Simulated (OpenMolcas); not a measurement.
**Ionisation energies of tellurium**

```yaml
Program: OpenMolcas 26.06
Basis: ANO-RCC [10s9p8d5f3g]
Scalar_Hamiltonian: DKH2, point nucleus
Spin-orbit_coupling: RASSI with atomic mean-field integrals over the reference wave functions, term energies averaged over their components
```

Active shells in each charge state: the valence s, p shells, with orbitals averaged over the low states. Where CASPT2's correlated closed shells are named, they are those of the first ion.

A. CASSCF
B. SS-CASPT2, IPEA 0.25 Eh, imaginary shift 0.1 Eh (closed shells correlated: 4s 4p 4d)

Energies in eV between the lowest computed levels (charge -1 gives the electron affinity), named as in B; reference values from the NIST Atomic Spectra Database with their kind.

| From | To | A | B | Spin-orbit share in B | Reference |
| --- | --- | --- | --- | --- | --- |
| Te- 5s² 5p⁵ ²P°_3/2 | Te 5s² 5p⁴ ³P₂ | 0.992 | 1.852 | -0.123 |  |
| Te 5s² 5p⁴ ³P₂ | Te+ 5s² 5p³ ⁴S°_3/2 | 7.785 | 8.818 | +0.200 | 9.010 (measured) |
| Te3+ 5s² 5p ²P°_1/2 | Te4+ 5s² ¹S₀ | 36.362 | 37.595 | +0.685 | 37.416 (measured) |
| Te4+ 5s² ¹S₀ | Te5+ 5s ²S_1/2 | 57.116 | 58.312 | +0.000 | 59.300 (measured) |
| Te5+ 5s ²S_1/2 | Te6+ 4d¹⁰ ¹S₀ | 68.950 | 70.684 | +0.000 | 69.100 (theoretical) |

Error against the reference values, in %:

```csv
From,Reference,A,B
Te,measured,-13.6,-2.1
Te3+,measured,-2.8,+0.5
Te4+,measured,-3.7,-1.7
Te5+,theoretical,-0.2,+2.3
```

Mean absolute error over the 3 measured values: A 1.49 eV, B 0.45 eV. B lies closest.

No diffuse functions were added, so the electron affinity comes out too small, and without dynamic correlation a bound anion can come out unbound.

° marks odd parity.
